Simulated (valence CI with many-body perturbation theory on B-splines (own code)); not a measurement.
Which ion has this spectrum?

A relativistic CI+MBPT calculation for an atom or ion with 14 electrons gives these levels (eV):

| J | Parity | E | g |
| --- | --- | --- | --- |
| 0 | even | 0.000 |  |
| 1 | even | 0.202 | 1.50 |
| 2 | even | 0.506 | 1.50 |
| 2 | even | 2.722 | 1.01 |
| 0 | even | 6.095 |  |
| 2 | odd | 14.185 | 2.00 |
| 1 | odd | 19.852 | 0.50 |
| 2 | odd | 19.860 | 1.17 |
| 3 | odd | 19.899 | 1.33 |
| 0 | odd | 22.988 |  |
| 1 | odd | 22.993 | 1.50 |
| 2 | odd | 22.995 | 1.49 |
| 2 | odd | 25.241 | 1.00 |
| 1 | odd | 30.445 | 1.91 |

The energies are calculated, with errors of about 86 cm⁻¹, more in some levels.

**Question.** Which is it?
A. K5+
B. Ti8+
C. Cl3+
D. Ca6+

**Answer.** D. Ca6+, ground level 3s2 3p2 3P_0.
